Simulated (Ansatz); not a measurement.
C2H4BClO can be A, `ClB1CCO1`, or B, `OB1CC1Cl`.

Computed with Ansatz on PBE0-D4/def2-TZVP structures; ΔE is electronic, products minus reactants. CCSD(T)/CBS adds triple-zeta CCSD(T) − MP2 to the extrapolated MP2 energy (def2 sets, frozen cores). Functionals use def2-TZVPP. B3LYP here is the variant with VWN-RPA as its local correlation; programs differ in this. One conformer a species, not always the lowest.

A:

```xyz
9

Cl    0.772    0.767    2.632
B     0.165    0.273    1.076
C     0.711    0.108   -0.389
C    -0.747   -0.325   -0.586
O    -1.109   -0.124    0.816
H     1.006    1.015   -0.915
H     1.457   -0.669   -0.557
H    -1.354    0.324   -1.218
H    -0.900   -1.370   -0.858
```

B:

Z-matrix (Å, degrees):
```
C
B 1 1.519
C 1 1.558 2 59.5
H 1 1.086 2 124.6 3 100.5
H 1 1.088 2 117.5 3 -106.4
O 2 1.334 1 147.7 3 169.4
Cl 3 1.764 1 118.8 2 -110.2
H 3 1.084 1 114.8 2 115.1
H 6 0.962 2 113.4 1 -168.6
```

(1) Which is lower in electronic energy at CCSD(T)/CBS, and by how much? (An estimate is asked.)

(2) Give E(B) − E(A) in kcal/mol with PBE0-D4, CCSD(T)/def2-TZVPP, PBE-D4, CCSD/def2-TZVPP, r2SCAN-D4, LDA (SPW92), B3LYP. (An estimate is asked.)

(3) Does the order hold for the free energy at 298.15 K (harmonic terms from PBE0-D4)? (Estimate.)

Largest T1 diagnostic: 0.013.

Answers

(1) The calculation gave: A, by 40.8 kcal/mol.

(2) Ansatz gave: PBE0-D4 39.6, CCSD(T)/def2-TZVPP 42.2, PBE-D4 38.6, CCSD/def2-TZVPP 42.0, r2SCAN-D4 39.9, LDA (SPW92) 38.9, B3LYP 38.9. None reverses the order clearly.

(3) Ansatz gave: Yes: G(B) − G(A) = +38.7 kcal/mol, for one conformer each.

From PBE to PBE0 (25 % exact exchange), in def2-TZVPP and without D4, E(B) − E(A) moves by +1.1 kcal/mol. Leaving LDA and LC-ωPBE aside and taking each functional with its dispersion term where it has one, the values, not all of them listed here, spread over 3.3 kcal/mol, from BLYP-D4 to PBE-QIDH.
